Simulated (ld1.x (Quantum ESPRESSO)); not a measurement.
## Cl (Z = 17): one change to a TM potential, before and after

Cl, norm-conserving Troullier–Martins (Kleinman–Bylander form), made with ld1.x (Quantum ESPRESSO) 7.5 (PBE, scalar-relativistic). Core [Ne], reference 3s1.5 3p5.5. Waves: 3s (bound): rc 1.20 bohr; 3p (bound): rc 1.35 bohr; 3d channel at 0.3 Ry: rc 1.30 bohr. Local part: all-electron potential smoothed inside 0.95 bohr (lloc = -1). Core correction: Bessel-smoothed model core, default radius (core density twice the valence density).

All-electron outer shells of the reference configuration (PBE, scalar-relativistic, ld1.x):

| shell | level (eV) | outermost node (bohr) | outermost maximum (bohr) |
| --- | --- | --- | --- |
| 2s | -253.39 | 0.12 | 0.36 |
| 2p | -192.31 | – | 0.30 |
| 3s | -21.02 | 0.55 | 1.27 |
| 3p | -8.87 | 0.53 | 1.43 |

Change: wave 3p (bound): rc 1.35 bohr becomes 3p (bound): rc 1.80 bohr.

Cutoffs: the cutoffs (Ry, on a coarse ladder) from which the occupation-weighted sum of valence levels, in a spherical-Bessel basis at the reference potential, stays within 10 and 1 mRy of its value at 400 Ry; they do not see the model core or the augmentation charge, which bear on the density cutoff. Errors are all-electron minus pseudo energies relative to the spin-unpolarised reference configuration.

Q: How do hardness, ghosts and transferability respond?

A: The potential gets neither clearly harder nor softer (35 Ry and 70 Ry → 35 Ry and 70 Ry); of the 7 tests that both files solve, the error grows in 3 and shrinks in 0 by more than 15 % and 0.3 meV (median size 3.1 → 2.9 meV); neither file shows a bound ghost. More of the atom is replaced by a form fitted at one configuration, so other configurations suffer.

| quantity | base | changed |
| --- | --- | --- |
| cutoff, loose | 35 Ry | 35 Ry |
| cutoff, tight | 70 Ry | 70 Ry |
| bound ghosts | none | none |
| error for 3s2 3p5, meV [ΔE -6.06 eV] | +0.3 | +0.7 |
| error for 3s2 3p4, meV [ΔE 7.81 eV] | +3.1 | +2.9 |
| error for 3s2 3p3, meV [ΔE 33.26 eV] | +30 | +28 |
| error for 3s1 3p5, meV [ΔE 20.52 eV] | +6.2 | +7.4 |
| error for 3s2 3p2, meV [ΔE 71.57 eV] | +110 | +99 |
| error for 3s2 3p5.3, meV [ΔE -8.20 eV] | +1.3 | +1.8 |
| error for 3s2 3p4.5, meV [ΔE -0.48 eV] | 0.0 | +0.2 |
